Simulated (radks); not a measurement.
The numbers below are computed, except where a source is named.
Initial-state core-level shifts of neutral hafnium when its valence configuration changes from [Xe] 4f14 5d2 6s2. Level of theory: scalar-relativistic Kohn-Sham, PBE, spin-polarised, spherical densities, point nucleus; open shells are filled with parallel spins first (spin-orbit coupling, left out, can overturn this in heavy ions) (a radial shooting solver on a logarithmic mesh with Libxc functionals). Shifts are changes of the shell-averaged eigenvalues in eV (positive: less bound).

| valence | 2s | 2p | 4s | 5p |
|---|---|---|---|---|
| 4f13.5 5d2.5 6s2 | -4.274 | -4.227 | -4.510 | -1.473 |
| 4f13 5d3 6s2 | -8.728 | -8.628 | -9.178 | -2.904 |
| 4f14 5d2 6s1.5 6p0.5 | -0.680 | -0.680 | -0.681 | -0.673 |
| 4f12 5d4 6s2 | -18.153 | -17.937 | -18.951 | -5.673 |
| 4f13.5 5d3.5 6s1 | -2.348 | -2.302 | -2.600 | +0.359 |
| 4f13 5d3 6s1.5 6p0.5 | -9.411 | -9.312 | -9.864 | -3.577 |
| 4f14 5d1 6s2 6p1 | -3.513 | -3.510 | -3.484 | -3.343 |
| 4f12 5d2 6s2 6p2 | -26.680 | -26.457 | -27.347 | -13.400 |
| 4f13.5 5d2 6s2 6p0.5 | -6.086 | -6.037 | -6.308 | -3.194 |
